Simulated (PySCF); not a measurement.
**Diatomic cations of In with the third period**

PBE0 with double-zeta basis sets in PySCF, for the lowest determinant that a PBE0 search found; no spin–orbit coupling. De refers to high-spin ground-configuration atoms (the charge goes to the atom of lower measured ionisation energy or higher electron affinity, which is not always the lowest computed limit). A positive dipole points towards In; it is taken about the centre of mass and depends on that origin.

```json
{"M": "Na", "basis": "def2-SVPD", "charged atom": "Na+", "state (unpaired electrons)": "doublet (σ ↑)", "Re (Å)": "3.569", "ωe (cm⁻¹)": "95.6", "De (eV)": "1.07", "μ (D)": "-8.26"}
{"M": "Mg", "basis": "def2-SVP", "charged atom": "In+", "state (unpaired electrons)": "singlet (closed shell)", "Re (Å)": "3.311", "ωe (cm⁻¹)": "132", "De (eV)": "0.82", "μ (D)": "-4.47"}
{"M": "Al", "basis": "x2c-SVPall", "charged atom": "In+", "state (unpaired electrons)": "doublet (σ ↑)", "Re (Å)": "3.432", "ωe (cm⁻¹)": "105", "De (eV)": "1.26", "μ (D)": "-4.31"}
{"M": "Si", "basis": "x2c-SVPall", "charged atom": "In+", "state (unpaired electrons)": "triplet (σ ↑, π ↑)", "Re (Å)": "3.086", "ωe (cm⁻¹)": "124", "De (eV)": "0.77", "μ (D)": "-1.88"}
{"M": "P", "basis": "def2-SVPD", "charged atom": "In+", "state (unpaired electrons)": "quartet (σ ↑, π ↑↑)", "Re (Å)": "2.965", "ωe (cm⁻¹)": "116", "De (eV)": "0.46", "μ (D)": "-0.19"}
{"M": "S", "basis": "def2-SVPD", "charged atom": "In+", "state (unpaired electrons)": "triplet (π ↑↑)", "Re (Å)": "3.144", "ωe (cm⁻¹)": "127", "De (eV)": "0.53", "μ (D)": "-0.06"}
{"M": "Cl", "basis": "x2c-SVPall", "charged atom": "In+", "state (unpaired electrons)": "doublet (σ ↑)", "Re (Å)": "2.331", "ωe (cm⁻¹)": "325", "De (eV)": "0.77", "μ (D)": "3.08"}
```

The shortest bond is that of InCl⁺ (2.331 Å), the longest that of NaIn⁺ (3.569 Å).

The rows differ in basis set, which adds steps of its own.

The state changes along the series, so neighbouring rows are not always alike in their bonding.

Closed-shell solutions of metal pairs were not tested for spin polarisation, which can lower them a little. Weak bonds: InP⁺. Basis-set superposition, not corrected here, can be much of De in a small basis, most of all at correlated wavefunction levels. Spin–orbit coupling is left out, which matters for elements this heavy, above all for dissociation energies. For an ion De counts to the pair picked by the measured ionisation energies or electron affinities, which need not be the lowest pair at this level. States were picked by a PBE0 search and need not be the measured ground states.
